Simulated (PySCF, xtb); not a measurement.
BeCl₂, SMILES [Cl][Be][Cl].

GFN2-xTB in xtb at its own geometry gives an orbital gap of 6.55 eV and a dipole moment of 0.00 D.

Geometry optimised at B3LYP-D3(BJ)/def2-TZVP. The isomer is the one that the SMILES or the coordinates give; other isomers of the formula were not compared.

Q: What does PySCF with PBE/def2-TZVPD give? (The exact figures need the calculation; the answer reports its results.)

A: gap 6.95 eV (levels -8.21 and -1.27 eV), dipole 0.00 D.
